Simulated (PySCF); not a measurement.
**Spinor energies of Sn(29+) (tin, charge +29)**

Start: [Ar] 3d3; 3d3/2 filled at m_j = -1/2, +1/2, +3/2. Calculated with PySCF 2.14 in an uncontracted even-tempered set (16 s from 4.6 bohr⁻², ratio 2.8; 12 p from 6 bohr⁻², ratio 2.8; 8 d from 6 bohr⁻², ratio 2.8; 3 f from 20 bohr⁻², ratio 3): generalised Hartree-Fock with the X2C-1e Hamiltonian and a Gaussian nucleus; one run each with spin-orbit coupling (SO) switched off, then screened by Boettger's factors.

| spinor shell | electrons | ε, spin-free (eV) | ε, screened SO (eV) | weight of nominal j (screened SO) | rms radius, screened SO (bohr) |
| --- | --- | --- | --- | --- | --- |
| 1s1/2 | 2 | -30676.7 | -30673.3 | 1.000 | 0.0333 |
| 2s1/2 | 2 | -5820.7 | -5819.1 | 1.000 | 0.135 |
| 2p1/2 | 2 | -5357.5 | -5524.1 | 0.999 | 0.117 |
| 2p3/2 | 4 | -5357.5 | -5279.8 | 1.000 | 0.121 |
| 3s1/2 | 2 | -2021.2 | -2020.7 | 1.000 | 0.338 |
| 3p1/2 | 2 | -1862.7 | -1907.9 | 0.976 | 0.328 |
| 3p3/2 | 4 | -1862.7 | -1841.3 | 0.988 | 0.338 |
| 3d3/2 | 3 | -1679.3 | -1681.5 | 0.899 | 0.298 |

| quantity | spin-free | screened SO |
| --- | --- | --- |
| E (hartree) | -5610.54381 | -5612.44118 |
| M_J | 3/2 | 3/2 |
| ⟨J²⟩ | 6.751 | 4.527 |
| ⟨L²⟩ | 12.001 | 10.223 |
| ⟨S²⟩ | 3.750 | 2.907 |

The determinant has a definite M_J but mixes levels of different J.

Each row is a mean over spinors that exchange with the open shell spreads, by up to 14.413 eV (3s1/2).

Rows whose weight is well below 1 are mixtures of j = l ± 1/2: exchange outweighs spin-orbit coupling there, and the label is only the starting occupation.

Breit and QED terms are absent; they matter most for the inner s and p1/2 levels.

Densities and radii are taken from the X2C orbitals without a picture-change correction, which distorts them close to the nucleus.

Without spin-orbit coupling the j labels of p, d and f shells carry no meaning; the spin-free column gives the mean over the occupied spinors of each nl shell, and its ⟨J²⟩ belongs to a mixture of degenerate components.
